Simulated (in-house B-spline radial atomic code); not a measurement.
## Response and correlation of In XLVIII (In47+)

Closed shell 1s2. Computed with a B-spline radial code for spherical atoms: Dirac-Hartree-Fock, relativistic RPA (time-dependent Dirac-Hartree-Fock) for the response and second-order many-body perturbation theory for correlation, no-pair Dirac-Coulomb Hamiltonian, finite nucleus.

| multipole (bohr³, bohr⁵, bohr⁷) | uncoupled | coupled RPA |
| --- | --- | --- |
| dipole | 1.3863e-06 | ? |
| quadrupole | 1.8723e-09 | 1.8892e-09 |
| octupole | 6.7497e-12 | 6.7939e-12 |

(1) What is the coupled dipole polarisability?

(2) Which subshells carry the dipole polarisability?

(3) What does the dipole shielding factor come to?

Dipole polarisability at imaginary frequency:

```
u (Eh)  α(iu) (bohr³)
     0      1.402e-06
  6.65      1.402e-06
  16.6      1.401e-06
  33.3        1.4e-06
  49.9      1.398e-06
  66.5      1.396e-06
  99.8      1.388e-06
   133      1.378e-06
   166      1.365e-06
   233      1.331e-06
   333      1.265e-06
   499       1.13e-06
   665      9.853e-07
   998      7.278e-07
  1660      4.073e-07
  3330      1.376e-07
```

(4) What dispersion coefficients follow for two such ions (the dispersion part alone)?

Lowest J = 1 odd-parity excitations:

| energy (eV) | oscillator strength | leading channel | weight |
| --- | --- | --- | --- |
| 24730 | 0.203 | 1s1/2 → p1/2 | 0.995 |
| 25013 | 0.561 | 1s1/2 → p3/2 | 0.995 |
| 29308 | 0.0376 | 1s1/2 → p1/2 | 0.996 |
| 29391 | 0.11 | 1s1/2 → p3/2 | 0.996 |

Second-order correlation energy by the highest angular momentum of the excited pair (hartree): s -0.01613, p -0.02541, d -0.003543, f -0.0009428, g -0.0003487, h -0.0001525, i -7.69e-05, k -4.339e-05.

(5) What is the second-order correlation energy at the partial-wave limit?

## Answers

(1) 1.4019e-06 atomic units, +1 % against the uncoupled value.

(2) 1s1/2 100.0 %.

(3) The dipole shielding factor is 0.041, against the exact N/Z = 2/49 = 0.041 of the non-relativistic theorem.

(4) C6 = (3/π)∫α(iu)²du = 1.54e-09 hartree·bohr⁶ and C8 = 1.188e-11 hartree·bohr⁸.

(5) The listed waves sum to -0.046644 hartree; extrapolating the increments as (l + 1/2)⁻⁴ gives -0.046733 hartree, -0.636 eV per electron.
